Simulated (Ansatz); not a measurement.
```yaml
crystal:
  periodic: [false, false, false]
  atoms:
    - {symbol: Si, position_ang: [-1.104327, -2.293656, -0.090524]}
    - {symbol: C, position_ang: [-0.206979, -0.447501, 0.053369]}
    - {symbol: C, position_ang: [0.258290, 0.347072, 0.213512]}
    - {symbol: Si, position_ang: [1.065583, 1.879624, -0.066125]}
    - {symbol: Cl, position_ang: [1.246111, 2.711185, -1.862994]}
    - {symbol: H, position_ang: [-2.623393, -1.826620, 0.750445]}
    - {symbol: H, position_ang: [-1.152435, -2.518983, -1.330874]}
    - {symbol: H, position_ang: [-0.576219, -2.948522, 0.808830]}
    - {symbol: H, position_ang: [2.549257, 1.965509, 0.587172]}
    - {symbol: H, position_ang: [0.606903, 3.161370, 0.662936]}
basis:
  gaussian: {orbitals: "6-31++G**"}
hamiltonian: {xc: {name: HF}}
correlation: {method: mp2, frozen_orbitals: {Si: 0}}
accuracy: high
output: {forces: true}
```

```sh
$ ansatz run in.yaml --threads 2 --pin off --events-out ev --progress --plain --max-ram 32768MiB --backend cpu
```

(1) How does Ansatz answer? (Best estimate.)

Results:

(1) Computed: The input was rejected before any iteration.
```
Functional definition: HF
Error: "frozen_orbitals" has no count for C
```
